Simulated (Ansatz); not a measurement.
Reactions of CH7InOSSi, SMILES `[CH3][In]([SH])[SiH2]O`.

Program: Ansatz. Geometries: PBE0-D4/def2-TZVP. ΔE: electronic, gas phase. CBS: MP2 limit from def2 TZ/QZ plus the TZ coupled-cluster correction, frozen cores. This one scheme is used for every species. Functionals use def2-TZVPP. Elements past krypton have def2 core potentials. For Br, In, Se outer-core shells are correlated without core-valence functions, which leaves a few kJ/mol of doubt a bond. Scalar relativity is left out up to krypton. One conformer a species, not always the lowest.

| reaction | CCSD(T)/CBS(def2) (kcal/mol) |
| --- | --- |
| `[CH3][In]([SH])[SiH2]O` + `O[Si](F)(Cl)Cl` → `O[SiH2]O[Si](F)(Cl)Cl` + `[CH3][InH][SH]` | ? |
| `[CH3][In]([SH])[SiH2]O` + `[SiH3][SeH]` → `O[SiH2][Se][SiH3]` + `[CH3][InH][SH]` | -12.8 |
| `[CH3][In]([SH])[SiH2]O` + `SS` → `O[SiH2]SS` + `[CH3][InH][SH]` | -11.3 |
| `[CH3][In]([SH])[SiH2]O` + `[SiH3]S` → `O[SiH2]S[SiH3]` + `[CH3][InH][SH]` | -12.8 |
| `[CH3][In]([SH])[SiH2]O` + H–F → `O[SiH2]F` + `[CH3][InH][SH]` | -31.0 |
| `[CH3][In]([SH])[SiH2]O` + `N=C(N)S` → `N=C(S)N[SiH2]O` + `[CH3][InH][SH]` | -8.8 |
| `[CH3][In]([SH])[SiH2]O` + `O[Si](F)(F)CCl` → `O[SiH2]C[Si](O)(F)F` + `[CH3][In]([SH])[Cl]` | ? |
| `[CH3][In]([SH])[SiH2]O` + `[SiH3]CCBr` → `[CH3][In]([SH])[Br]` + `O[SiH2]CC[SiH3]` | -40.4 |

(1) Fill in the missing values. (Estimate.)

Largest T1 diagnostic: 0.014, for `N=C(N)S`.

## Answers

(1) The calculation gave: `[CH3][In]([SH])[SiH2]O` + `O[Si](F)(Cl)Cl` → `O[SiH2]O[Si](F)(Cl)Cl` + `[CH3][InH][SH]`: -26.0 kcal/mol; `[CH3][In]([SH])[SiH2]O` + `O[Si](F)(F)CCl` → `O[SiH2]C[Si](O)(F)F` + `[CH3][In]([SH])[Cl]`: -50.9 kcal/mol.
